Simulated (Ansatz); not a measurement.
`[GeH3][CH]1C[SiH2]1` + H₂ → `C1C[SiH2]1` + GeH₄ at 700 K and 1 bar (hydrogenolysis of a C–Ge bond).

Program: Ansatz. Geometries: PBE0-D4/def2-TZVP. ΔE: electronic, gas phase. CCSD(T)/CBS adds triple-zeta CCSD(T) − MP2 to the extrapolated MP2 energy (def2 sets, frozen cores). This one scheme is used for every species. For Ge outer-core shells are correlated without core-valence functions, which leaves a few kJ/mol of doubt a bond. Scalar relativity is left out up to krypton.

```
              species  CCSD(T)/CBS energy (Eh)  H − E (kJ/mol)  S (J/(mol·K))
`[GeH3][CH]1C[SiH2]1`              -2446.06013           302.4          470.0
                   H₂                 -1.17544            46.8          155.3
         `C1C[SiH2]1`               -368.74760           239.2          354.1
                 GeH₄              -2078.49493           112.9          267.3
```

H − E and S are ideal-gas, rigid-rotor, harmonic terms from PBE0-D4/def2-TZVP, for one conformer and one mirror image of each species. For small species the MP2-based limit differs from directly extrapolated CCSD(T) by up to some mEh (0.8 for H₂); such offsets cancel only in part. 1 Eh = 2625.50 kJ/mol, R = 8.31446 J/(mol·K).

Task: By hand: ΔE, ΔH, ΔS and ΔG.

Result: ΔE = (-368.74760) + (-2078.49493) − (-2446.06013) − (-1.17544) = -0.00696 Eh = -18.3 kJ/mol. Δ(H − E) = 239.2 + 112.9 − 302.4 − 46.8 = 2.9, so ΔH = -15.4 kJ/mol. ΔS = 354.1 + 267.3 − 470.0 − 155.3 = -3.9 J/(mol·K). ΔG = -15.4 − 700 × (-3.9)/1000 = -12.7 kJ/mol.

Task: By hand: the equilibrium constant, and the temperature at which ΔG would vanish if ΔH and ΔS stayed fixed.

Result: log₁₀ K = −ΔG/(RT ln 10) = 0.9. ΔG = 0 at ΔH/ΔS = 3949 K, far beyond where these terms or the molecules hold.

The number of gas molecules stays the same, so ΔS is small and ΔH decides. A doubt of 5 kJ/mol in ΔE shifts log₁₀ K by 0.4 here. Other conformers and mirror images would add mixing entropy, several J/(mol·K) or more a flexible species. These are equilibria of isolated gas molecules and say nothing of rates. Largest T1 diagnostic: 0.012 (customary marks: 0.02 for closed shells, 0.045 for open ones).
